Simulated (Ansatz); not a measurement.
Several settings on one geometry of (KBr)2 ring (K2Br2) (that of the charge 0 singlet, B3LYP-D4/def2-SVP). Ansatz on 4 threads of Arm Neoverse V1 on a shared host; times are rough.

```xyz
4

K     0.8863    0.7938   -1.6455
Br   -1.4378    1.7700    0.0794
K    -0.8864   -0.7939    1.6455
Br    1.4378   -1.7699   -0.0794
```

Totals from different functionals, basis sets or treatments of relativity can't be compared as stabilities.

DK, ANO-RCC and x2c sets are all-electron and run with scalar relativity unless a key says otherwise. B3LYP takes the VWN-RPA correlation.

The spins typed aren't always the lowest for that charge.

Question: Give the basis size and estimate the energy, ⟨S²⟩ and time of these runs.

| run | method | charge | state | further keys |
| --- | --- | --- | --- | --- |
| 1 | RKS B3LYP/def2-TZVPP | 0 | singlet | scf: {lower_state_search: full} |
| 2 | UKS BLYP-D3(BJ)-ATM/ANO-RCC-VTZP | -1 | doublet | scf: {lower_state_search: light} |
| 3 | ROKS ωB97X/STO-3G | 1 | doublet | pseudopotentials: {relativity: none}; scf: {lower_state_search: off}; forces asked |

Answer: 
```tsv
run	functions	energy (Eh)	⟨S²⟩	wall time
1	162	-6348.4756	–	9 s
2	162	-6417.4815	0.75	17 s
3	62	-6279.7543	–	5 s
```

The highest occupied level of an anion often lies above zero with these methods, and sets without diffuse functions describe the outer electron poorly.
